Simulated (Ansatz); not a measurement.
Gas-phase electronic energies from Ansatz, PBE0-D4/def2-TZVP geometries. CBS: MP2 limit from def2 TZ/QZ plus the TZ coupled-cluster correction, frozen cores. Double bonds are as drawn, so ΔE can hold a change between cis and trans. DFT in def2-TZVPP. B3LYP here is the variant with VWN-RPA as its local correlation; programs differ in this. For Se outer-core shells are correlated without core-valence functions, which leaves a few kJ/mol of doubt a bond. Scalar relativity is left out up to krypton. Each species was taken in one conformer, which may not be the lowest.

Reaction (redistribution): `C[Si]1([SeH])CO1` + `O[SiH2]/C=C/Cl` → `O[SiH2]/C=C/[SeH]` + `C[Si]1(Cl)CO1`

`C[Si]1([SeH])CO1`:

```xyz
11

C    -0.100    1.086    1.385
Si    0.179    0.094   -0.152
Se    2.291    0.430   -0.881
C    -0.815   -1.321   -0.659
O    -1.028    0.018   -1.278
H     0.025    2.152    1.180
H     0.608    0.802    2.167
H    -1.115    0.918    1.749
H     2.091   -0.457   -2.033
H    -0.450   -2.056   -1.374
H    -1.686   -1.666   -0.104
```

`O[SiH2]/C=C/Cl`:

```xyz
10

O     1.062    0.266   -1.599
Si    1.222    0.111    0.034
C    -0.437   -0.072    0.845
C    -1.554    0.061    0.145
Cl   -3.138   -0.093    0.808
H     0.972   -0.537   -2.114
H     2.056   -1.074    0.381
H     1.898    1.342    0.508
H    -0.510   -0.289    1.908
H    -1.573    0.285   -0.916
```

`O[SiH2]/C=C/[SeH]`:

Cartesian coordinates in Å:
```
O -1.831 0.307 1.750
Si -0.694 -0.659 1.048
C 0.537 0.408 0.186
C 0.727 0.295 -1.128
Se 1.988 1.308 -2.108
H -2.308 -0.049 2.501
H -0.052 -1.492 2.106
H -1.291 -1.565 0.027
H 1.126 1.128 0.753
H 0.154 -0.406 -1.727
H 1.643 0.724 -3.408
```

`C[Si]1(Cl)CO1`:

Cartesian coordinates in Å:
```
C -1.262 0.837 0.488
Si 0.347 0.300 -0.230
Cl 1.105 1.761 -1.436
C 0.962 -1.381 -0.380
O 1.429 -0.487 0.725
H -1.975 1.085 -0.300
H -1.673 0.039 1.108
H -1.116 1.726 1.106
H 1.762 -1.633 -1.072
H 0.421 -2.249 -0.009
```

**Question.** Is it downhill or uphill in electronic energy at CCSD(T)/CBS, and by how much? (An estimate is asked.)

**Answer.** Ansatz gave: Downhill: ΔE = -12.0 kcal/mol.

**Question.** What do these levels give: PBE-D4, PBE0-D4, B3LYP-D4, B2PLYP, PBE0, B3LYP, HF/def2-TZVPP, CCSD/def2-TZVPP, HF/def2-QZVPP, MP2/def2-QZVPP, HF/CBS(def2), MP2/CBS(def2)? (An estimate is asked.)

**Answer.** Computed: PBE-D4 -11.0, PBE0-D4 -11.3, B3LYP-D4 -12.2, B2PLYP -12.8, PBE0 -11.4, B3LYP -12.5, HF/def2-TZVPP -13.3, CCSD/def2-TZVPP -12.9, HF/def2-QZVPP -13.5, MP2/def2-QZVPP -12.9, HF/CBS(def2) -13.6, MP2/CBS(def2) -12.6 kcal/mol.

Largest T1 diagnostic among the species: 0.012.
